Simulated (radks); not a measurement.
Q: The niobium ion Nb+, configuration [Kr] 4d4. All-electron calculation, Dirac Kohn-Sham, BLYP, spin-unpolarised, spherical densities, finite nucleus; open shells are shared between the two j in proportion to 2j + 1; Fermi nuclear charge, rms radius 4.324 fm. Program: a radial shooting solver on a logarithmic mesh with Libxc functionals. Some entries of the table are withheld. Estimate them.

| orbital | occ. | eigenvalue (hartree) | r(max) (bohr) | <1/r> (bohr^-1) |
|---|---|---|---|---|
| 1s1/2 | 2 | -691.2367 | 0.02349 | 42.40 |
| 2s1/2 | 2 | -96.86857 | 0.1333 | 9.625 |
| 2p1/2 | 2 | (1) | 0.1038 | 9.602 |
| 2p3/2 | 4 | (2) | 0.1076 | 9.165 |
| 3s1/2 | 2 | -16.34674 | (3) | 3.274 |
| 3p1/2 | 2 | -13.35811 | 0.3832 | 3.172 |
| 3p3/2 | 4 | -12.78766 | 0.3924 | 3.066 |
| 3d3/2 | 4 | -7.50619 | 0.3327 | 2.871 |
| 3d5/2 | 6 | -7.40000 | 0.3355 | 2.844 |
| 4s1/2 | 2 | -2.37937 | 1.031 | (4) |
| 4p1/2 | 2 | -1.55530 | 1.106 | (5) |
| 4p3/2 | 4 | -1.47775 | 1.131 | (6) |
| 4d3/2 | 1.6 | -0.34434 | (7) | 0.6574 |
| 4d5/2 | 2.4 | -0.33825 | (8) | 0.6496 |

A: 
(1) 2p1/2 eigenvalue (hartree): -88.93019
(2) 2p3/2 eigenvalue (hartree): -85.40807
(3) 3s1/2 r(max) (bohr): 0.3957
(4) 4s1/2 <1/r> (bohr^-1): 1.178
(5) 4p1/2 <1/r> (bohr^-1): 1.052
(6) 4p3/2 <1/r> (bohr^-1): 1.022
(7) 4d3/2 r(max) (bohr): 1.487
(8) 4d5/2 r(max) (bohr): 1.502
